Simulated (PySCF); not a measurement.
# Basis and Hamiltonian dependence of the ionisation energy of Sb(2+)

Sb(2+) [Kr] 4d10 5s2 5p1 (2P) → Sb(3+) [Kr] 4d10 5s2 (1S). Calculated with PySCF 2.14 from differences of total energies of unrestricted determinants, without spin-orbit coupling. Values in eV.

```
                                                                      basis       Hamiltonian  functions     UHF     LDA    PBE0  MP2 (valence)  CCSD(T) (valence)  CCSD(T) (valence and next inner shell)
                                               aug-cc-pVDZ-PP with ECP28MDF               ECP         32  24.106  24.896  24.725         24.241             24.323                                     n/a
                                                                 x2c-SVPall     spin-free X2C         36  24.103     n/a     n/a         24.210             24.272                                     n/a
                                                                x2c-TZVPall     spin-free X2C         60  24.098     n/a     n/a         24.301                n/a                                     n/a
aug-cc-pVTZ-PP with one added diffuse shell each of d, f type with ECP28MDF               ECP         67  24.139  24.920  24.735         24.361             24.449                                     n/a
                                                               ANO-RCC-VTZP     spin-free X2C         68  24.162  24.967  24.754         24.368             24.450                                  24.629
                                                                     ANO-R2     spin-free X2C         68  24.229     n/a     n/a            n/a                n/a                                  24.703
                                                            aug-cc-pVTZ-DK3     spin-free X2C         68  24.141  24.939  24.740         24.362             24.446                                     n/a
                    def2-QZVPPD with the def2 core potential (28 electrons)               ECP         88  24.150  24.927  24.742         24.403             24.484                                  24.665
                                               aug-cc-pVQZ-PP with ECP28MDF               ECP         92  24.147  24.925  24.739         24.402             24.482                                     n/a
                                                            aug-cc-pVQZ-DK3     spin-free X2C        102  24.145  24.938  24.741         24.395             24.472                                     n/a
                                                               x2c-QZVPPall     spin-free X2C        112  24.149  24.958  24.760         24.396             24.472                                     n/a
     aug-cc-pwCVTZ-DK3 with one added diffuse shell each of s, p, d, f type     spin-free X2C        125  24.154  24.953  24.755         24.389                n/a                                     n/a
          x2c-QZVPPall with one added diffuse shell each of s, p, d, f type     spin-free X2C        128  24.149  24.958  24.760         24.398                n/a                                     n/a
                                                                 dyall-av2z  non-relativistic        130  23.986  24.793  24.604         24.137             24.230                                     n/a
```

Extrapolation of CCSD(T) (valence) from aug-cc-pVTZ-DK3 and aug-cc-pVQZ-DK3: the correlation parts are 0.305 and 0.327 eV; with the X⁻³ form and unrounded values, (4³ × 0.327 − 3³ × 0.305)/(4³ − 3³) = 0.343 eV, and adding the Hartree-Fock value 24.145 eV of the larger basis gives 24.488 eV.

Frozen in the all-electron rows: valence: [Kr] 4d10; valence and next inner shell: [Ar] 3d10; with a core potential, the same shells as far as they lie outside it.

Non-relativistic rows lack the scalar-relativistic shift.

Between the lowest levels the reference is 25.323 eV (measured; NIST Atomic Spectra Database, ionization energies); it includes spin-orbit coupling, which these numbers lack.
